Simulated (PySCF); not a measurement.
ClH₅SSi₂, SMILES [SiH3]S[SiH2]Cl.

Coordinates come from a PBE0-D3(BJ)/def2-SVP optimisation. This is a generated structure with no PubChem entry under its InChIKey; it may be hypothetical. Other conformers were not sampled.

Two levels are set side by side: PBE/def2-TZVP (PySCF) and ωB97X/def2-TZVP (PySCF). Same geometry, gas phase. Differences are taken from unrounded values.

```json
[
 {"quantity": "orbital gap (eV)", "ωB97X": "11.85"},
 {"quantity": "highest occupied level (eV)", "ωB97X": "-10.12"},
 {"quantity": "lowest empty level (eV)", "ωB97X": "1.73"},
 {"quantity": "dipole moment (D)", "ωB97X": "0.93"},
 {"quantity": "mean polarisability (bohr³)", "ωB97X": "80.9"}
]
```

### Question
What does PBE give, and how far is it from ωB97X? (Estimate from the structure and the level; the computed values follow.)

### Answer

```tsv
quantity	PBE	PBE minus ωB97X
orbital gap (eV)	5.39	-6.46
highest occupied level (eV)	-6.59	3.53
lowest empty level (eV)	-1.21	-2.94
dipole moment (D)	0.82	-0.11
mean polarisability (bohr³)	85.1	4.2
```

Without exact exchange PBE keeps part of each electron's self-repulsion, which lifts occupied levels and narrows the gap. Loosely held outer electrons make PBE densities more polarisable. Differences between two approximate levels are no errors against the true value.

Rough cost on one machine, each run with all the roots and properties that it gave: ωB97X against PBE within a factor of 2.
